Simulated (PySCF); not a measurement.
## Correlation energy of Pb (lead, neutral)

[Xe] 4f14 5d10 6s2 6p2, high-spin 3P determinant. Calculation: PySCF 2.14, in aug-cc-pVTZ-DK3; scalar relativity by spin-free X2C-1e. Frozen: [Xe] 4f14 5d10; 4 electrons correlated.

```json
{"level": "CCSD", "correlation energy (mhartree)": "-47.05"}
{"level": "(T)", "correlation energy (mhartree)": "-1.12"}
{"level": "CCSD(T)", "correlation energy (mhartree)": "-48.17"}
```

Diagnostics: T1 = 0.0077, D1 = 0.0192, largest double amplitude 0.052.

Spin-orbit coupling is strong in this species (close to jj coupling), so the high-spin LS determinant is a model state, not a physical level.

Cost of the coupled-cluster step: of the order of 1.5 core-seconds, for 4 correlated electrons.

Iterations:

```
CC2 = 0
CCSD nocc = (np.int64(3), np.int64(1)), nmo = (45, 45)
frozen orbitals [[0, 1, 2, 3, 4, 5, 6, 7, 8, 9, 10, 11, 12, 13, 14, 15, 16, 17, 18, 19, 20, 21, 22, 23, 24, 25, 26, 27, 28, 29, 30, 31, 32, 33, 34, 35, 36, 37, 38], [0, 1, 2, 3, 4, 5, 6, 7, 8, 9, 10, 11, 12, 13, 14, 15, 16, 17, 18, 19, 20, 21, 22, 23, 24, 25, 26, 27, 28, 29, 30, 31, 32, 33, 34, 35, 36, 37, 38]]
max_cycle = 100
direct = 0
conv_tol = 1e-08
conv_tol_normt = 1e-06
diis_space = 8
diis_start_cycle = 0
Init t2, MP2 energy = -0.0370021892757097
Init E_corr(UCCSD) = -0.0370021892759475
cycle = 1  E_corr(UCCSD) = -0.0443266291162765  dE = -0.00732443984  norm(t1,t2) = 0.0388897
cycle = 2  E_corr(UCCSD) = -0.0461433949190839  dE = -0.0018167658  norm(t1,t2) = 0.0134621
cycle = 3  E_corr(UCCSD) = -0.0470574513834169  dE = -0.000914056464  norm(t1,t2) = 0.00557598
cycle = 4  E_corr(UCCSD) = -0.0470440293715488  dE = 1.34220119e-05  norm(t1,t2) = 0.000940228
cycle = 5  E_corr(UCCSD) = -0.0470489489436098  dE = -4.91957206e-06  norm(t1,t2) = 0.000149199
cycle = 6  E_corr(UCCSD) = -0.0470480765947927  dE = 8.72348817e-07  norm(t1,t2) = 2.4377e-05
cycle = 7  E_corr(UCCSD) = -0.0470484041696757  dE = -3.27574883e-07  norm(t1,t2) = 4.50336e-06
cycle = 8  E_corr(UCCSD) = -0.0470483017670477  dE = 1.02402628e-07  norm(t1,t2) = 8.34127e-07
cycle = 9  E_corr(UCCSD) = -0.047048310281711  dE = -8.5146633e-09  norm(t1,t2) = 1.55277e-07
UCCSD converged
E(UCCSD) = -20877.96396006814  E_corr = -0.04704831028171099
UCCSD(T) correction = -0.00111807423690284
```

Spin-orbit coupling is strong in this species, so the high-spin LS determinant is a model state.
